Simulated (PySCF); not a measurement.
Exercise with solution: oscillator strength and radiative lifetime

B(H)(I)(OMe) (CH4BIO), SMILES COBI.

The structure is a stationary point at PBE0-D3(BJ)/def2-SVP. The def2 effective core potentials stand for the cores of I; spin–orbit coupling is left out. Other conformers were not sampled.

TDDFT-B3LYP/def2-SVPD (PySCF) puts the first singlet state with f over 0.02 at 5.67 eV (vertical), with the transition dipole (-0.196, -0.887, 0.000) in atomic units.

Task: Find the oscillator strength, the wavelength and the radiative lifetime that this transition would have in vacuum if emission retraced absorption.

Result: 
|μ|² = 0.8252 au, so |μ| = 2.31 D. ΔE = 5.67/27.211 = 0.2084 hartree. f = (2/3) ΔE |μ|² = 0.115 (the program prints 0.115).
λ = 1239.84/5.67 = 219 nm; ν = 45732 cm⁻¹.
Einstein's coefficient A = 0.6670 ν² f s⁻¹ (ν in cm⁻¹) = 1.6e8 s⁻¹, so τ = 1/A = 6.3 ns. This state is S2; the lower singlet has f = 0.000. The figure is the radiative limit of this one transition; relaxation, internal conversion, crossing to triplets and a medium change what is measured.
